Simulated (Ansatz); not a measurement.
`C#[C][Ge]([F])([Cl])[Cl]` + HI → `[F][Ge]([Cl])([Cl])[I]` + `C#C` at 298.15 K and 1 bar (ligand exchange at a Ge–C bond).

Gas-phase electronic energies from Ansatz, PBE0-D4/def2-TZVP geometries. CCSD(T)/CBS is the MP2 limit (def2-TZVPP, def2-QZVPP) plus CCSD(T) − MP2 in def2-TZVPP, frozen cores. This one scheme is used for every species. def2 core potentials past Kr. For Ge, I outer-core shells are correlated without core-valence functions, which leaves a few kJ/mol of doubt a bond. Scalar relativity is left out up to krypton.

```csv
species,CCSD(T)/CBS energy (Eh),H − E (kJ/mol),S (J/(mol·K))
`C#[C][Ge]([F])([Cl])[Cl]`,-3172.22888,87.3,377.6
HI,-298.03592,22.7,206.5
`[F][Ge]([Cl])([Cl])[I]`,-3393.06114,37.1,379.0
`C#C`,-77.22717,80.8,200.2
```

H − E and S are ideal-gas, rigid-rotor, harmonic terms from PBE0-D4/def2-TZVP. 1 Eh = 2625.50 kJ/mol, R = 8.31446 J/(mol·K).

Q: By hand: ΔE, ΔH, ΔS and ΔG.

A: ΔE = (-3393.06114) + (-77.22717) − (-3172.22888) − (-298.03592) = -0.02351 Eh = -61.7 kJ/mol. Δ(H − E) = 37.1 + 80.8 − 87.3 − 22.7 = 7.9, so ΔH = -53.8 kJ/mol. ΔS = 379.0 + 200.2 − 377.6 − 206.5 = -4.9 J/(mol·K). ΔG = -53.8 − 298.15 × (-4.9)/1000 = -52.3 kJ/mol.

Q: By hand: the equilibrium constant, and the temperature at which ΔG would vanish if ΔH and ΔS stayed fixed.

A: log₁₀ K = −ΔG/(RT ln 10) = 9.2. ΔG = 0 at ΔH/ΔS = 10980 K, far beyond where these terms or the molecules hold.

The number of gas molecules stays the same, so ΔS is small and ΔH decides. A doubt of 5 kJ/mol in ΔE shifts log₁₀ K by 0.9 here. These are equilibria of isolated gas molecules and say nothing of rates. Largest T1 diagnostic: 0.013 (customary marks: 0.02 for closed shells, 0.045 for open ones).
